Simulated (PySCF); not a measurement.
bromine cation (Br₂), SMILES BrBr (connectivity only; charge and spin as stated), charge +1, multiplicity 2.

Geometry optimised at PBE0-D3(BJ)/def2-TZVP. The spin state was assumed, not searched.

Computed with PBE0/def2-TZVPD run with PySCF.

Gas-phase values at a fixed geometry.

```
Item                                                               Result
------------------------------------------------  -----------------------
total energy                                          -5147.32238 hartree
point group                                                           D∞h
α spin, highest occupied and lowest empty level      -15.29 and -10.19 eV
β spin, highest occupied and lowest empty level      -15.05 and -12.90 eV
dipole moment about the centre of nuclear charge                   0.00 D
⟨S²⟩                                              0.754 (pure state 0.75)
```
